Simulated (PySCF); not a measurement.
Partial charges of `C=C(F)[Si@H](C)[SiH3]`

Compound: C3H9FSi2.
Atom-mapped SMILES: `[CH2:1]=[C:2]([F:3])[Si@H:4]([CH3:5])[SiH3:6]` (hydrogens: H7, H8 on C1; H9 on Si4; H10, H11, H12 on C5; H13, H14, H15 on Si6)

Geometry (GFN2-xTB, Å), atoms numbered from 1 in this order:
```
atom  x, y, z in Å
C1     2.4387   -0.0691   -0.3878
C2     1.2753   -0.6427   -0.6414
F3     1.2854   -1.9510   -1.0335
Si4   -0.4876    0.0675   -0.5279
C5    -0.3194    1.8246    0.1841
Si6   -1.8190   -1.3444    0.7454
H7     3.3748   -0.5942   -0.4846
H8     2.4752    0.9574   -0.0764
H9    -0.9197    0.1914   -1.9347
H10    0.3137    2.4537   -0.4350
H11   -1.2915    2.3039    0.2481
H12    0.1035    1.8121    1.1851
H13   -2.0046   -0.8384    2.1110
H14   -3.1590   -1.4676    0.1619
H15   -1.2702   -2.6952    0.8639
```

Density: PBE0/pcSseg-1 (PySCF); schemes: Mulliken, IAO, Hirshfeld and ESP-fitted. The structure is a single GFN2-xTB conformer in the gas phase; no vibrational or solvent corrections.

Q: Tabulate the Mulliken, IAO, Hirshfeld and ESP-fitted charges.

A: In e:

| atom | environment | Mulliken | IAO | Hirshfeld | ESP-fitted |
| --- | --- | --- | --- | --- | --- |
| C1 | terminal =CH2 carbon | -0.206 | -0.360 | -0.126 | -0.548 |
| C2 | vinylic C–F carbon | -0.053 | +0.037 | -0.008 | +0.140 |
| F3 | vinyl fluorine | -0.295 | -0.285 | -0.099 | -0.191 |
| Si4 | SiH silicon | +0.477 | +0.609 | +0.280 | +0.448 |
| C5 | Si-methyl carbon | -0.629 | -0.704 | -0.208 | -0.607 |
| Si6 | SiH3 silicon | +0.196 | +0.279 | +0.215 | +0.128 |
| H7 | vinylic hydrogen | +0.133 | +0.168 | +0.053 | +0.235 |
| H8 | vinylic hydrogen | +0.129 | +0.161 | +0.051 | +0.208 |
| H9 | Si–H hydrogen | -0.033 | -0.103 | -0.076 | -0.115 |
| H10 | methyl hydrogen | +0.148 | +0.160 | +0.046 | +0.159 |
| H11 | methyl hydrogen | +0.148 | +0.160 | +0.045 | +0.166 |
| H12 | methyl hydrogen | +0.146 | +0.157 | +0.043 | +0.144 |
| H13 | Si–H hydrogen | -0.062 | -0.097 | -0.074 | -0.054 |
| H14 | Si–H hydrogen | -0.061 | -0.096 | -0.075 | -0.065 |
| H15 | Si–H hydrogen | -0.038 | -0.085 | -0.068 | -0.047 |

Mean size of the charges over all atoms: IAO 0.231 e, ESP-fitted 0.217 e, Mulliken 0.184 e, Hirshfeld 0.098 e. Each set sums to the total charge, 0, to within 0.001 e. The IAO scheme projects the occupied orbitals on a minimal set of polarised atomic orbitals and counts the electrons in each atom's part of it.

Lowest charge. All schemes agree: Mulliken C5 (-0.629); IAO C5 (-0.704); Hirshfeld C5 (-0.208); ESP-fitted C5 (-0.607).

Highest charge. All schemes agree: Mulliken Si4 (+0.477); IAO Si4 (+0.609); Hirshfeld Si4 (+0.280); ESP-fitted Si4 (+0.448).

Q: How many electrons does the IAO scheme count on C5?

A: Z − q = 6 − (-0.704) = 6.704.

Q: How closely do the schemes follow one another over all atoms?

A: Correlation coefficient and root-mean-square difference: Mulliken with IAO 0.98, 0.070 e; IAO with ESP-fitted 0.95, 0.091 e; IAO with Hirshfeld 0.94, 0.186 e; Mulliken with ESP-fitted 0.91, 0.114 e; Mulliken with Hirshfeld 0.91, 0.144 e; Hirshfeld with ESP-fitted 0.85, 0.183 e.

Q: Sum the charges by element, for elements with more than one atom.

A: 
| element | atoms | Mulliken | IAO | Hirshfeld | ESP-fitted |
| --- | --- | --- | --- | --- | --- |
| C | 3 | -0.889 | -1.028 | -0.342 | -1.015 |
| Si | 2 | +0.673 | +0.888 | +0.495 | +0.577 |
| H | 9 | +0.511 | +0.425 | -0.053 | +0.630 |

The run behind these numbers computed NMR shieldings as well. On an Arm Neoverse N1 with one thread, on a shared host, this took 33 s of wall time and 0.74 GiB of memory at its peak.
